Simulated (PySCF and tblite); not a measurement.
The numbers below are computed, except where a source is named.
System: 2,3-difluorophenol, C6H4F2O, numbered as in [OH:1][c:2]1[cH:3][cH:4][cH:5][c:6]([F:7])[c:8]1[F:9].

Motion: rotation about the C2–O1 bond (torsion C3–C2–O1–H from -180° to 0°, rising). GFN2-xTB gives an electronic barrier of 7.7 kcal/mol and a reaction energy of 2.6 kcal/mol.

(1) What does PBE/pcSseg-1 + D3(BJ) give on GFN2-xTB geometries?

Programs: tblite and PySCF.

Answers

(1) A barrier of 6.3 kcal/mol, 1.4 below the tight-binding barrier (from unrounded values), a reaction energy of 2.8 kcal/mol and, with GFN2-xTB thermal terms, ΔG‡(298 K) = 5.5 kcal/mol and k = 1.2×10⁹ s⁻¹ (2 equivalent paths).
